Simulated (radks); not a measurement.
Valence configurations of the ytterbium ion Yb+ (all share [Xe]). Calculated with a radial shooting solver on a logarithmic mesh with Libxc functionals: Dirac Kohn-Sham, PBE, spin-unpolarised, spherical densities, point nucleus; open shells fill j = l - 1/2 first. Order these by energy: 4f14 6s1; 4f14 6p1; 4f13 6s1 6p1; 4f13 6s2; 4f14 6s0.5 6p0.5; 4f13 5d2; 4f13 5d1 6p1; 4f13 5d1 6s0.5 6p0.5; 4f12 6s1 6p2; 4f13 6s0.5 6p1.5.

Answer. From the lowest, in eV above it: 4f14 6s1 0.000; 4f14 6s0.5 6p0.5 1.717; 4f13 6s2 3.205; 4f14 6p1 3.451; 4f13 5d1 6s0.5 6p0.5 6.717; 4f13 5d2 6.987; 4f13 6s1 6p1 7.211; 4f13 5d1 6p1 8.598; 4f13 6s0.5 6p1.5 9.243; 4f12 6s1 6p2 23.438. NIST lists [Xe] 4f14 6s1 as the ground configuration; this level of theory agrees among the configurations tried. The energies are those of spherical spin-averaged densities, not of single terms.
